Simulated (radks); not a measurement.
Values are calculated unless marked as measured or tabulated.
Task: Level of theory: scalar-relativistic Kohn-Sham, LB94 model potential, spin-polarised, spherical densities, finite nucleus; Fermi nuclear charge, rms radius of each element as measured or else 0.836 A^(1/3) + 0.57 fm (a radial shooting solver on a logarithmic mesh with Libxc functionals). Response by self-consistent Sternheimer equations with the Hartree and adiabatic LDA kernel, the relativistic mass of each level held fixed and spin-orbit coupling left out. For heavy and open-shell atoms this level of theory can miss by tens of per cent. Rank Cs7+, Sb3+, I5+, Ba8+, In+, Te4+, Cd, Sn2+, Xe6+ (NIST ground configurations) by static dipole polarisability, largest first.

Result: Cd 34.19, In+ 19.48, Sn2+ 12.87, Sb3+ 9.200, Te4+ 6.910, I5+ 5.372, Xe6+ 4.285, Cs7+ 3.487, Ba8+ 2.883 bohr^3.
